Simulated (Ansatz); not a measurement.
Ansatz (a program for electronic structure) input for C2H7BFNS, SMILES FB(S)N(C)C, PBE-D3(BJ)/def2-SVP. 

Ansatz 0.2 input:
```yaml
crystal:
  periodic: [false, false, false]
  atoms:
    - {symbol: B, position_ang: [0.30603356, 0.13208333, -0.42830497]}
    - {symbol: F, position_ang: [1.20115130, -0.27632251, -1.34001944]}
    - {symbol: N, position_ang: [-0.12419546, -0.77802839, 0.55109150]}
    - {symbol: C, position_ang: [-0.99468360, -0.46955057, 1.65464081]}
    - {symbol: C, position_ang: [0.27459274, -2.16666794, 0.48590867]}
    - {symbol: H, position_ang: [-2.00829670, -0.88958913, 1.51694025]}
    - {symbol: H, position_ang: [-0.58902540, -0.88689178, 2.59259317]}
    - {symbol: H, position_ang: [-1.08332801, 0.61495425, 1.79604786]}
    - {symbol: H, position_ang: [0.82255917, -2.46526305, 1.39741330]}
    - {symbol: H, position_ang: [-0.60489658, -2.82892991, 0.39255314]}
    - {symbol: H, position_ang: [0.92636670, -2.33394399, -0.37935501]}
    - {symbol: S, position_ang: [-0.21090722, 1.87592198, -0.62849113]}
    - {symbol: H, position_ang: [-1.23947963, 1.86490776, 0.24042790]}
basis:
  gaussian:
    orbitals: def2-SVP
hamiltonian:
  xc: pbe
  dispersion: d3bj
relax: {f_tol: 0.002, max_steps: 200}
```

It prints:

```
WARN ansatz: RAYON_NUM_THREADS=1 ignored (pool sized by the plan → 1); use --threads N
Functional definition: PBE
integrals: 0.07 GiB planned
1401 factors; their error is unknown
mean field: 0.39 GiB planned
mean field evaluation 1: about -17878.4839 eV, gradient 6.4e1 eV
mean field evaluation 2: about -17854.6915 eV, gradient 1.2e2 eV
mean field evaluation 4: about -17888.1624 eV, gradient 7.5e0 eV
mean field evaluation 8: about -17888.2598 eV, gradient 2.1e-1 eV
mean field evaluation 16: about -17888.1876 eV, gradient 6.2e-4 eV
mean field -17888.18763338 eV, -657.3787704775 hartree, gradient 6.2e-5 eV, S^2 0.000000; 0 other end points of the search recorded, 0 dependent functions left out
the calculation of the forces begins
reference -17888.18766696 eV, -657.3787717119 hartree; 28, 28 occupied and 95, 95 virtual orbitals, 1401 factors
relax step   1: F+E_penalty+E_count = -17888.48009707 eV  Δ(F+E_penalty+E_count) = +0.000e0 eV  max|allowed force component| = 3.777e-1 eV/Å  Δτ_max = 0.0000 Å  (29 SCF iters, accepted)
these checks for a lower state are left out or cut short: starts, cluster_reference, orbital_swaps, neighbouring_geometries, increment
integrals: 0.07 GiB planned
1401 factors; their error is unknown
mean field: 0.39 GiB planned
mean field -17888.20703207 eV, -657.3794833664 hartree, gradient 2.4e-5 eV, S^2 0.000000; 0 other end points of the search recorded, 0 dependent functions left out
the calculation of the forces begins
reference -17888.20706573 eV, -657.3794846034 hartree; 28, 28 occupied and 95, 95 virtual orbitals, 1401 factors
relax step   2: F+E_penalty+E_count = -17888.49815570 eV  Δ(F+E_penalty+E_count) = -1.806e-2 eV  max|allowed force component| = 1.491e-1 eV/Å  Δτ_max = 0.0155 Å  (32 SCF iters, accepted)
these checks for a lower state are left out or cut short: starts, cluster_reference, orbital_swaps, neighbouring_geometries, increment
integrals: 0.07 GiB planned
1401 factors; their error is unknown
mean field: 0.39 GiB planned
mean field evaluation 32: about -17888.2099 eV, gradient 2.4e-5 eV
mean field -17888.20994514 eV, -657.3795904198 hartree, gradient 2.4e-5 eV, S^2 0.000000; 0 other end points of the search recorded, 0 dependent functions left out
the calculation of the forces begins
reference -17888.20997887 eV, -657.3795916592 hartree; 28, 28 occupied and 95, 95 virtual orbitals, 1401 factors
relax step   3: F+E_penalty+E_count = -17888.50043799 eV  Δ(F+E_penalty+E_count) = -2.282e-3 eV  max|allowed force component| = 4.379e-2 eV/Å  Δτ_max = 0.0077 Å  (32 SCF iters, accepted)
these checks for a lower state are left out or cut short: starts, cluster_reference, orbital_swaps, neighbouring_geometries, increment
integrals: 0.07 GiB planned
1401 factors; their error is unknown
mean field: 0.39 GiB planned
mean field -17888.20994205 eV, -657.3795903062 hartree, gradient 2.3e-5 eV, S^2 0.000000; 0 other end points of the search recorded, 0 dependent functions left out
the calculation of the forces begins
reference -17888.20997576 eV, -657.3795915450 hartree; 28, 28 occupied and 95, 95 virtual orbitals, 1401 factors
relax step   4: F+E_penalty+E_count = -17888.50046177 eV  Δ(F+E_penalty+E_count) = -2.378e-5 eV  max|allowed force component| = 3.730e-2 eV/Å  Δτ_max = 0.0053 Å  (23 SCF iters, accepted)
these checks for a lower state are left out or cut short: starts, cluster_reference, orbital_swaps, neighbouring_geometries, increment
integrals: 0.07 GiB planned
1401 factors; their error is unknown
mean field: 0.39 GiB planned
mean field -17888.20978998 eV, -657.3795847178 hartree, gradient 2.4e-5 eV, S^2 0.000000; 0 other end points of the search recorded, 0 dependent functions left out
the calculation of the forces begins
reference -17888.20982363 eV, -657.3795859545 hartree; 28, 28 occupied and 95, 95 virtual orbitals, 1401 factors
relax step   5: F+E_penalty+E_count = -17888.50022407 eV  Δ(F+E_penalty+E_count) = +2.377e-4 eV  max|allowed force component| = 6.207e-2 eV/Å  Δτ_max = 0.0100 Å  (31 SCF iters, rejected (line search))
these checks for a lower state are left out or cut short: starts, cluster_reference, orbital_swaps, neighbouring_geometries, increment
integrals: 0.07 GiB planned
1401 factors; their error is unknown
mean field: 0.39 GiB planned
mean field -17888.21006749 eV, -657.3795949160 hartree, gradient 2.4e-5 eV, S^2 0.000000; 0 other end points of the search recorded, 0 dependent functions left out
the calculation of the forces begins
reference -17888.21010119 eV, -657.3795961544 hartree; 28, 28 occupied and 95, 95 virtual orbitals, 1401 factors
relax step   6: F+E_penalty+E_count = -17888.50058713 eV  Δ(F+E_penalty+E_count) = -1.254e-4 eV  max|allowed force component| = 2.437e-3 eV/Å  Δτ_max = 0.0050 Å  (32 SCF iters, accepted)
these checks for a lower state are left out or cut short: starts, cluster_reference, orbital_swaps, neighbouring_geometries, increment
integrals: 0.07 GiB planned
1401 factors; their error is unknown
mean field: 0.39 GiB planned
mean field -17888.21011505 eV, -657.3795966637 hartree, gradient 1.3e-5 eV, S^2 0.000000; 0 other end points of the search recorded, 0 dependent functions left out
the calculation of the forces begins
reference -17888.21014875 eV, -657.3795979022 hartree; 28, 28 occupied and 95, 95 virtual orbitals, 1401 factors
relax step   7: F+E_penalty+E_count = -17888.50058997 eV  Δ(F+E_penalty+E_count) = -2.838e-6 eV  max|allowed force component| = 8.375e-3 eV/Å  Δτ_max = 0.0030 Å  (24 SCF iters, accepted)
these checks for a lower state are left out or cut short: starts, cluster_reference, orbital_swaps, neighbouring_geometries, increment
integrals: 0.07 GiB planned
1401 factors; their error is unknown
mean field: 0.39 GiB planned
mean field -17888.21009876 eV, -657.3795960651 hartree, gradient 7.4e-5 eV, S^2 0.000000; 0 other end points of the search recorded, 0 dependent functions left out
the calculation of the forces begins
reference -17888.21013246 eV, -657.3795973034 hartree; 28, 28 occupied and 95, 95 virtual orbitals, 1401 factors
relax step   8: F+E_penalty+E_count = -17888.50059307 eV  Δ(F+E_penalty+E_count) = -3.103e-6 eV  max|allowed force component| = 2.331e-3 eV/Å  Δτ_max = 0.0012 Å  (20 SCF iters, accepted)
these checks for a lower state are left out or cut short: starts, cluster_reference, orbital_swaps, neighbouring_geometries, increment
integrals: 0.07 GiB planned
1401 factors; their error is unknown
mean field: 0.39 GiB planned
mean field evaluation 64: about -17888.2822 eV, gradient 2.8e-1 eV
mean field -17888.21010181 eV, -657.3795961771 hartree, gradient 1.5e-5 eV, S^2 0.000000; 0 other end points of the search recorded, 0 dependent functions left out
the calculation of the forces begins
reference -17888.21013551 eV, -657.3795974156 hartree; 28, 28 occupied and 95, 95 virtual orbitals, 1401 factors
relax step   9: F+E_penalty+E_count = -17888.50059358 eV  Δ(F+E_penalty+E_count) = -5.096e-7 eV  max|allowed force component| = 3.581e-4 eV/Å  Δτ_max = 0.0010 Å  (21 SCF iters, accepted)
integrals: 0.07 GiB planned
1401 factors; their error is unknown
mean field: 0.39 GiB planned
mean field -17888.21010181 eV, -657.3795961771 hartree, gradient 1.4e-5 eV, S^2 0.000000; 1 other end points of the search recorded, 0 dependent functions left out
the calculation of the forces begins
reference -17888.21013551 eV, -657.3795974156 hartree; 28, 28 occupied and 95, 95 virtual orbitals, 1401 factors
Total energy: -17888.50062728 eV, -657.3902727914 hartree
Atom 0 at     0.313139     0.141154    -0.435235 Å, force     0.000066     0.000358    -0.000335 eV/Å
Atom 1 at     1.218924    -0.270318    -1.353264 Å, force    -0.000103     0.000019     0.000166 eV/Å
Atom 2 at    -0.122530    -0.777292     0.550223 Å, force    -0.000067     0.000067     0.000072 eV/Å
Atom 3 at    -0.996707    -0.466160     1.661864 Å, force    -0.000065    -0.000076    -0.000018 eV/Å
Atom 4 at     0.273782    -2.176560     0.483043 Å, force    -0.000090    -0.000010     0.000013 eV/Å
Atom 5 at    -2.014455    -0.902519     1.533245 Å, force     0.000003    -0.000098    -0.000071 eV/Å
Atom 6 at    -0.580858    -0.873023     2.610557 Å, force     0.000169    -0.000021     0.000145 eV/Å
Atom 7 at    -1.097004     0.627297     1.791662 Å, force     0.000057    -0.000061    -0.000139 eV/Å
Atom 8 at     0.819856    -2.482995     1.403801 Å, force     0.000086    -0.000048     0.000183 eV/Å
Atom 9 at    -0.614266    -2.841529     0.384316 Å, force    -0.000166    -0.000016    -0.000026 eV/Å
Atom 10 at     0.933733    -2.343841    -0.386403 Å, force     0.000054     0.000037    -0.000037 eV/Å
Atom 11 at    -0.207028     1.895048    -0.630867 Å, force     0.000252    -0.000217    -0.000089 eV/Å
Atom 12 at    -1.250695     1.863417     0.238505 Å, force    -0.000196     0.000065     0.000137 eV/Å
Dipole moment:    -0.312187    -0.325458     0.478936 e Å
```

The run converged.
